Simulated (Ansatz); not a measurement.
Energy needed to pull apart AlB$_{2}$H$_{2}$Cl (SMILES [Cl][Al]1[BH][BH]1), singlet, into free ground-state atoms, from the structure below (displaced at random from its PBE0-D4/def2-TZVP minimum); no zero-point or spin–orbit terms; open-shell atoms are treated unrestricted, in their ground-state multiplicity.

```csv
atom,x (Å),y (Å),z (Å)
Cl1,-1.3337,-2.7326,0.1124
Al2,-0.3698,-0.7866,0.0743
B3,1.0191,0.6967,-0.3690
B4,-0.1434,1.2401,0.3745
H5,1.8455,0.1149,-1.0769
H6,-1.0281,1.6094,0.9159
```

Computed with Ansatz 0.2.0 (basis: def2-TZVPP); correlated methods freeze the cores.

```
   method  atomization energy (eV)
   PBE-D4                    20.05
r2SCAN-D4                    19.94
  PBE0-D4                    19.67
  wB97M-V                        ?
       HF                    14.38
      MP2                        ?
     CCSD                    18.22
  CCSD(T)                    18.72
```

(1) What does MP2 give? (Judge from chemistry; the value comes from the calculation.)

(2) What does wB97M-V give? (An estimate is asked for; the value comes from the calculation.)

T1 diagnostic: at most 0.014.

## Answers

(1) The calculation gives: 19.46 eV, which is about 0.74 eV more than CCSD(T)/def2-TZVPP.

(2) By the calculation: 19.52 eV, which is about 0.79 eV more than CCSD(T)/def2-TZVPP.

In triple zeta the MP2 and coupled-cluster atomization energies are still short of their basis limit by a few kcal/mol a bond, whereas those of the functionals are nearly converged, so these differences are not deviations from converged CCSD(T).

For scale, one of the runs: CCSD(T)/def2-TZVPP forces, 174 basis functions, launched by `ansatz run in.yaml --threads 2 --pin off --events-out ev --progress --plain --max-ram 4352MiB`. The run took 3.9 min on 2 CPU threads of an Arm Neoverse N1 (shared host), with 2.5 GiB of host memory at its peak.
